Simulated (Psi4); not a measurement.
C₄H₇ (SMILES [CH-]1CCC1), charge -1, singlet, geometry from GFN2-xTB (a gas-phase anion, which may not be bound at this level). Base run: BLYP/def2-SV(P) in Psi4 1.11.

Psi4 was given this input:
```
memory 2 GB

molecule {
-1 1
C     0.00517132    1.09925244   -0.34269289
C    -0.00709196   -1.01871233   -0.00830742
C    -1.07652487    0.07011928    0.08516265
C     1.07848492    0.05524076    0.06995662
H     0.01625217    1.98354431    0.36244730
H    -0.01744288   -1.52642944   -0.97846478
H    -0.00686701   -1.79084704    0.77907723
H    -1.49140270    0.13217959    1.11834808
H    -1.94429847   -0.05926635   -0.58796451
H     1.50871792    0.11146630    1.09717884
H     1.93480455   -0.08604828   -0.61533597
}

set {
  basis def2-sv(p)
}

energy('blyp')
print_variables()
```

Variants of this job, named by their change:

```tsv
change	ΔE vs base (eV)	point group used	SCF cycles
base	0.00	c1	10
molecule keys = no_reorient	0.00	c1	10
molecule keys = symmetry c1, no_reorient, no_com	0.00	c1	10
molecule keys = symmetry c1	0.00	c1	10
jitter_ang = 0.002	-0.01	c1	11
```

A gas-phase anion may not be bound at this level; its values then depend on the basis.
